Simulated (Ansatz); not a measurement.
Ansatz (a quantum-chemistry and plane-wave program) input (PBE0/def2-TZVPD):

Ansatz 0.2 input:
```yaml
crystal:
  periodic: [false, false, false]
  atoms:
    - {symbol: Hf, position_ang: [0.00000000, -0.00000000, 0.00000000]}
    - {symbol: F, position_ang: [1.89646118, -0.21731765, -0.11965424]}
    - {symbol: F, position_ang: [-0.91429806, -0.45298493, 1.61770603]}
    - {symbol: F, position_ang: [-0.98216312, 0.67030258, -1.49805179]}
basis:
  gaussian:
    orbitals: def2-TZVPD
hamiltonian:
  xc: {name: PBE0}
magnetization: {spin_polarized: true, initial_magnetization: 1}
output: {forces: true}
```

Output:

```
Functional definition: PBE0
integrals: 0.07 GiB planned
1030 factors; their error is unknown
mean field: 0.84 GiB planned
mean field evaluation 1: about -9452.1025 eV, gradient 4.7e1 eV
mean field evaluation 2: about -9419.3306 eV, gradient 1.2e2 eV
mean field evaluation 4: about -9458.9262 eV, gradient 2.0e0 eV
mean field evaluation 8: about -9458.9785 eV, gradient 2.1e-2 eV
mean field evaluation 16: about -9458.9785 eV, gradient 5.9e-6 eV
mean field -9458.97847187 eV, -347.6110473153 hartree, gradient 5.9e-6 eV, S^2 0.751550; 0 other end points of the search recorded, 0 dependent functions left out
the calculation of the forces begins
reference -9458.97851700 eV, -347.6110489737 hartree; 20, 19 occupied and 143, 144 virtual orbitals, 1030 factors
Total energy: -9458.97851700 eV, -347.6110489737 hartree
Atom 0 at     0.000000    -0.000000     0.000000 Å, force     0.000180    -0.000021    -0.000011 eV/Å
Atom 1 at     1.896461    -0.217318    -0.119654 Å, force    -0.263294     0.030171     0.016612 eV/Å
Atom 2 at    -0.914298    -0.452985     1.617706 Å, force     0.126845     0.062924    -0.224653 eV/Å
Atom 3 at    -0.982163     0.670303    -1.498052 Å, force     0.136270    -0.093074     0.208052 eV/Å
Dipole moment:    -0.000001     0.000000     0.000000 e Å
```

The spin state was set by rule; other spins were not relaxed.
